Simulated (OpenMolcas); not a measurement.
**As⁺: Slater's ratio, the spin-orbit constant, worked from levels**

- Program: OpenMolcas 26.06
- Basis: ANO-RCC-VQZP [7s6p4d2f1g]
- Scalar Hamiltonian: DKH2, point nucleus
- Active space: 4 electrons in 8 orbitals (4s 4p 5s 5p)
- State averaging: 2S+1 = 3 even, 3 roots; 2S+1 = 1 even, 6 roots; 2S+1 = 5 odd, 1 root; 2S+1 = 3 odd, 9 roots; 2S+1 = 1 odd, 8 roots
- Spin-orbit coupling: RASSI with atomic mean-field integrals over the reference wave functions, term energies averaged over their components

Methods: CASSCF; SS-CASPT2, IPEA 0.25 Eh, imaginary shift 0.1 Eh (closed shells correlated: 3d). Measured levels: NIST Handbook of Basic Atomic Spectroscopic Data.

**Slater's ratio.** With one set of orbitals, p2 has ¹D - ³P = 6 F2 and ¹S - ¹D = 9 F2 (F2 = F²/25), a ratio of 3/2. Term energies are centres of gravity, weighted by 2J + 1.

| Source | ¹D - ³P | ¹S - ³P | F2 from the first | Ratio |
| --- | --- | --- | --- | --- |
| CASSCF | 10625 | 19728 | 1771 | 0.857 |
| SS-CASPT2 | 8357 | 20164 | 1393 | 1.413 |
| measured | 8329 | 20832 | 1388 | 1.501 |

Energies in cm-1. A ratio away from 3/2 shows effects beyond one configuration with one set of orbitals, and in heavier atoms second-order spin-orbit shifts. In CASSCF the valence s occupation is 1.91 in ¹S against 1.97 in ¹D: mixing out of s² acts most on ¹S and pulls it down.

**The spin-orbit constant.** For the Hund term ³P of p2, E(J) = (A/2) J(J+1) + constant and ζ = 2S·A = 2A. From J = 0 to J = 2 the energy changes by 3 A.

```json
{"Source": "CASSCF", "E(2) - E(0)": "2191.9", "A": "730.6", "ζ": "1461"}
{"Source": "SS-CASPT2", "E(2) - E(0)": "2158.5", "A": "719.5", "ζ": "1439"}
{"Source": "measured", "E(2) - E(0)": "2541.3", "A": "847.1", "ζ": "1694"}
```

All in cm-1. SS-CASPT2 is off by -15.1 % and CASSCF by -13.7 %. Both methods take the spin-orbit matrix elements from the reference wave functions, so the second can move ζ only through the term energies and any multistate remixing. Second-order mixing with other terms is absorbed into this ζ.

Term energies are means over components that CASPT2 splits; among the terms shown or strongly mixed into the levels shown the widest spread is 59 cm-1 (4s² 4p² ¹D, SS-CASPT2). Over all roots computed the reference weight is 0.84 to 0.98 in SS-CASPT2; the roots of lowest weight are the least certain, and an intruder state may touch them. The run also gave levels led by 4s² 4p 5s, which use shells meant for correlation; these and all levels above them are left out. Without dynamic correlation excited terms often stand tens of per cent too high (terms of higher spin than the ground term too low), and those without a measured partner can miss by more than the paired ones (holds for CASSCF). Measured partners are found by configuration, term and J. A level has none where our copy of the source lacks it or the pairing is in doubt (some pairs that miss far off the trend of their configuration count as doubtful), and it then counts in no deviation. Levels of configurations outside the active space are missing.
